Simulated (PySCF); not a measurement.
# Ionisation energy of Bi²⁺ by level of theory

Bi²⁺ [Xe] 4f14 5d10 6s2 6p1 (2P) → Bi³⁺ [Xe] 4f14 5d10 6s2 (1S), as a difference of total energies. Computed with PySCF 2.14 in aug-cc-pV5Z-PP with ECP60MDF (8s8p6d4f3g2h, 139 functions), with a scalar-relativistic core potential. Correlated levels: valence: 5s2 5p6 5d10 frozen. The calculations carry no spin-orbit coupling.

| method | ionisation energy (eV) | difference from reference (eV) |
| --- | --- | --- |
| UHF | 23.057 | -2.514 |
| LDA | 23.886 | -1.685 |
| PBE | 23.641 | -1.930 |
| PBE0 | 23.668 | -1.903 |
| r2SCAN | 23.740 | -1.831 |
| MN15 | 23.753 | -1.818 |
| r2SCAN0 | 23.781 | -1.790 |
| BLYP | 23.615 | -1.956 |
| MP2 (valence) | 23.296 | -2.275 |
| SCS-MP2 (valence) | 23.290 | -2.281 |

Reference: 25.571 eV (measured; NIST Atomic Spectra Database, ionization energies).

The reference lies between the lowest fine-structure levels, while these numbers refer to the centres of the terms.
